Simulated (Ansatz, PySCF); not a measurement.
AgF, SMILES [F][Ag] (connectivity only; charge and spin as stated), charge -1, multiplicity 2. Atoms are numbered in the order given.

```xyz
2

Ag     0.0000     0.0000    -0.2512
F      0.0000     0.0000     1.8625
```
Charge -1, spin multiplicity 2.

Geometry: r2SCAN-D4/def2-TZVPD. The multiplicity is an assumed one; other spin states were not compared. The def2 effective core potentials stand for the cores of Ag; spin–orbit coupling is left out.

Two levels are set side by side: PBE-D3(BJ)/def2-TZVPD (Ansatz, an electronic-structure program) and r2SCAN-D4/def2-TZVPD (Ansatz). Each level has its own optimised geometry; the coordinates shown are those of the second. Frequencies come from the Hessian of PySCF at each geometry. Differences are taken from unrounded values.

```tsv
quantity	r2SCAN-D4
bond Ag1–F2 (Å)	2.114
highest harmonic wavenumber (cm⁻¹)	358
mean harmonic wavenumber (cm⁻¹)	358
zero-point energy (kcal/mol)	0.51
```

Q: What does PBE-D3(BJ) give, and how far is it from r2SCAN-D4? (Estimate from the structure and the level; the computed values follow.)

A: 
| quantity | PBE-D3(BJ) | PBE-D3(BJ) minus r2SCAN-D4 |
|---|---|---|
| bond Ag1–F2 (Å) | 2.150 | 0.037 |
| highest harmonic wavenumber (cm⁻¹) | 325 | -33 |
| mean harmonic wavenumber (cm⁻¹) | 325 | -33 |
| zero-point energy (kcal/mol) | 0.47 | -0.05 |
